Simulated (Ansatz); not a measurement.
`B[SiH](F)BO` + H₂ → `B[SiH2]BO` + H–F  (hydrogenolysis of the Si–F bond)

Gas-phase electronic energies from Ansatz, PBE0-D4/def2-TZVP geometries. CCSD(T)/CBS is the MP2 limit (def2-TZVPP, def2-QZVPP) plus CCSD(T) − MP2 in def2-TZVPP, frozen cores. This one scheme is used for every species. Functionals use def2-TZVPP. B3LYP here is the variant with VWN-RPA as its local correlation; programs differ in this. HSE06 is defined as in plane-wave codes. One conformer a species, not always the lowest.

```
             level  ΔE (kcal/mol)  difference from CCSD(T)/CBS
           BLYP-D4           24.8                          2.2
            B97M-V           24.4                          1.8
          B3LYP-D4           24.2                          1.6
           ωB97X-V           23.7                          1.1
           r2SCANh           23.9                          1.3
             HSE06           20.9                         -1.7
           LC-ωPBE           22.3                         -0.3
      MP2/def2-SVP           20.4                         -2.2
  CCSD(T)/def2-SVP           19.3                         -3.3
     HF/def2-TZVPP           23.9                          1.3
    MP2/def2-TZVPP           23.0                          0.4
   CCSD/def2-TZVPP           22.0                         -0.6
     HF/def2-QZVPP           24.3                          1.7
    MP2/def2-QZVPP           23.5                          0.9
SCS-MP2/def2-QZVPP           23.9                          1.3
     MP2/CBS(def2)           23.6                          1.0
       CCSD(T)/CBS           22.6                            0
```

Largest T1 diagnostic among the species: 0.016.

Leaving LDA and LC-ωPBE aside and taking each functional with its dispersion term where it has one, the values, not all of them listed here, spread over 3.6 kcal/mol, from HSE06-D4 to BLYP-D4. In def2-TZVPP, CCSD(T) changes the Hartree–Fock value by −1.8 kcal/mol (the triples alone add +0.0 kcal/mol) and MP2 by −0.9 kcal/mol.

CCSD(T)/CBS has its own doubt, a few kJ/mol and more with outer-core shells, so smaller differences from it don't rank the levels.
